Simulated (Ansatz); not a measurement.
Relaxed structures of MgH2Te, closed shell (PBE0-D4/def2-TZVP; forces vanish, vibrations not checked; lower isomers may exist, and structures with a doubtful reference or unclear bonds are left out; Å). Program: Ansatz 0.2.0. Basis: def2-TZVPP. Cores are frozen in the correlated methods. Filled d shells of the heavier atoms are correlated. Core potentials replace the inner electrons of the atoms past krypton. The outer core shell of Li, Na, Mg and K is correlated. The def2 sets are not built for correlating such inner shells, so the correlated values are less sure here.

Q: Rank them by CCSD(T) energy, lowest first, and give each one's height above the lowest. Links in brackets join atoms within 1.22 times the sum of their covalent radii (1.1 for two metals). (An estimate is asked for; the value comes from the calculation.)
A.
a complex of MgTe + H₂
```
4
angstrom
Mg 0.4019 -0.3323 0.0769
Te 0.7327 2.0783 -0.1510
H -0.0952 -2.7041 0.6171
H 0.2544 -2.8072 -0.0424
```
B.
a complex of H₂Te + Mg
```
4
angstrom
Mg -0.4126 -1.6532 0.4155
Te 1.2322 1.5659 -0.0003
H 1.7384 3.1194 -0.3447
H -0.1794 1.8389 -0.8187
```
C.
MgH₂Te ([MgH][TeH])
```
4
angstrom
Mg 0.1511 -0.8327 0.4542
Te 0.7980 1.5914 -0.3450
H -0.2583 -2.3945 0.9726
H -0.6907 1.6357 -1.0818
```

A: By the calculation: C (0.00 kcal/mol), B (25.91 kcal/mol), A (27.18 kcal/mol). Heights count from the lowest.

The T1 diagnostic stays at or below 0.014. The restricted Hartree–Fock reference is unstable towards an unrestricted one at one or more of these structures.

For scale, one of the runs: CCSD(T)/def2-TZVPP, 110 basis functions, launched by `ansatz run in.yaml --threads 2 --pin off --events-out ev --progress --plain --max-ram 4352MiB`. Hardware: 2 CPU threads of an Arm Neoverse V1, shared host. Wall time about 13 s.
